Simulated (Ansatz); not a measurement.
Calculated with Ansatz (gas phase, PBE0-D4/def2-TZVP geometries, no zero-point term in ΔE). CCSD(T)/CBS is the MP2 limit (def2-TZVPP, def2-QZVPP) plus CCSD(T) − MP2 in def2-TZVPP, frozen cores. Functionals use def2-TZVPP. B3LYP here is the variant with VWN-RPA as its local correlation; programs differ in this. Each species was taken in one conformer, which may not be the lowest.

`BCN=C=C` + `OC(O)O` → `BOC(O)O` + `C=C=NC`  (ligand exchange at a B–C bond)

Q: Is it downhill or uphill in electronic energy at CCSD(T)/CBS, and by how much? (Estimate.)

A: The calculation gave: Downhill: ΔE = -32.7 kcal/mol.

Q: What do these levels give: ωB97M-V, B2PLYP, r2SCAN, B3LYP, HF/def2-TZVPP, CCSD/def2-TZVPP? (Estimate.)

A: The calculation gave: ωB97M-V -32.7, B2PLYP -33.8, r2SCAN -32.9, B3LYP -33.7, HF/def2-TZVPP -33.6, CCSD/def2-TZVPP -33.0 kcal/mol.

Largest T1 diagnostic among the species: 0.014.
